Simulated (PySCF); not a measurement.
Energy of W²⁺ (tungsten, charge +2) between two integer charges

The 5d alpha orbital of [Xe] 4f14 5d4 is emptied in steps (occupation f), with all orbitals relaxed, ending at [Xe] 4f14 5d3. All numbers are calculated (PySCF 2.14, a scalar-relativistic core potential, in aug-cc-pVDZ-PP with ECP60MDF (5s5p4d2f, 54 functions)). The exact energy is a straight line in f; departures are measured from the line between the end points of the same method.

```json
{"f": "1", "PBE0 (eV)": "0.000", "r2SCAN (eV)": "0.000", "LC-wPBE (eV)": "0.000"}
{"f": "0.9", "PBE0 (eV)": "-0.349", "r2SCAN (eV)": "-0.454", "LC-wPBE (eV)": "-0.090"}
{"f": "0.7", "PBE0 (eV)": "-0.816", "r2SCAN (eV)": "-1.059", "LC-wPBE (eV)": "-0.210"}
{"f": "0.5", "PBE0 (eV)": "-0.973", "r2SCAN (eV)": "-1.262", "LC-wPBE (eV)": "-0.250"}
{"f": "0.3", "PBE0 (eV)": "-0.818", "r2SCAN (eV)": "-1.061", "LC-wPBE (eV)": "-0.209"}
{"f": "0.1", "PBE0 (eV)": "-0.351", "r2SCAN (eV)": "-0.455", "LC-wPBE (eV)": "-0.089"}
{"f": "0", "PBE0 (eV)": "0.000", "r2SCAN (eV)": "0.000", "LC-wPBE (eV)": "0.000"}
```

For PBE0, how does the orbital energy at f = 1 compare with the removal energy?

−ε = 22.092 eV against a total-energy difference of 25.958 eV. By Janak's theorem ε = ∂E/∂f, so the gap between them reflects the curvature. Along the path −ε is 22.853 (f = 0.9), 24.396 (f = 0.7), 25.953 (f = 0.5), 27.514 (f = 0.3), 29.074 (f = 0.1) eV.

```
 method  E(f=0) − E(f=1) (eV)  −ε at f=1 (eV)  −ε at f=0.5 (eV)
   PBE0                25.958          22.092            25.953
 r2SCAN                25.854          20.817            25.849
LC-wPBE                25.823          24.830            25.826
```

Reference removal energy between the ground levels: 26 ± 0.4 eV (semi-empirical (NIST evaluation); NIST Atomic Spectra Database, ionization energies). The calculation has no spin-orbit coupling. The determinant left behind need not be the lowest term of the ion.
